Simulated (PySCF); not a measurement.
## Correlation energy of S (sulfur, neutral)

[Ne] 3s2 3p4, high-spin 3P determinant. Calculation: PySCF 2.14, in cc-pV(T+d)Z; no relativity, point nucleus. Frozen: [Ne]; 6 electrons correlated.

MP2 pair energies summed by pair of shells (mhartree):

```
 pair  energy  share (%)
3s-3p  -53.79       46.1
3p-3p  -53.17       45.5
3s-3s   -9.83        8.4
```

Total MP2 correlation energy: -116.80 mhartree.

Same-spin part -27.17 and opposite-spin part -89.63 mhartree; SCS-MP2 scales them by 1/3 and 6/5 to -116.61 mhartree.

| level | correlation energy (mhartree) |
| --- | --- |
| CCSD | -140.31 |
| (T) | -4.76 |
| CCSD(T) | -145.07 |

Diagnostics: T1 = 0.010, D1 = 0.0311, largest double amplitude 0.061.

Cost of the coupled-cluster step: 0.71 s of wall time on 1 thread of Intel(R) Xeon(R) Platinum 8375C CPU @ 2.90GHz (shared host), for 6 correlated electrons.

Iterations:

```
CC2 = 0
CCSD nocc = (np.int64(4), np.int64(2)), nmo = (34, 34)
frozen orbitals [[0, 1, 2, 3, 4], [0, 1, 2, 3, 4]]
max_cycle = 100
direct = 0
conv_tol = 1e-08
conv_tol_normt = 1e-06
diis_space = 8
diis_start_cycle = 0
Init t2, MP2 energy = -0.116798632064706
Init E_corr(UCCSD) = -0.116798632071842
cycle = 1  E_corr(UCCSD) = -0.134453798068391  dE = -0.017655166  norm(t1,t2) = 0.0461797
cycle = 2  E_corr(UCCSD) = -0.138435058083662  dE = -0.00398126002  norm(t1,t2) = 0.0154891
cycle = 3  E_corr(UCCSD) = -0.140361960009103  dE = -0.00192690193  norm(t1,t2) = 0.00644556
cycle = 4  E_corr(UCCSD) = -0.140305646762851  dE = 5.63132463e-05  norm(t1,t2) = 0.000875266
cycle = 5  E_corr(UCCSD) = -0.140308400146638  dE = -2.75338379e-06  norm(t1,t2) = 0.0001382
cycle = 6  E_corr(UCCSD) = -0.140308173138407  dE = 2.27008231e-07  norm(t1,t2) = 3.41874e-05
cycle = 7  E_corr(UCCSD) = -0.140308647345987  dE = -4.7420758e-07  norm(t1,t2) = 8.91326e-06
cycle = 8  E_corr(UCCSD) = -0.140308497659997  dE = 1.4968599e-07  norm(t1,t2) = 2.61457e-06
cycle = 9  E_corr(UCCSD) = -0.140308486505079  dE = 1.11549173e-08  norm(t1,t2) = 5.15647e-07
cycle = 10  E_corr(UCCSD) = -0.140308492092091  dE = -5.5870113e-09  norm(t1,t2) = 9.71967e-08
UCCSD converged
E(UCCSD) = -397.6496839391991  E_corr = -0.1403084920920907
UCCSD(T) correction = -0.0047603345336595
```
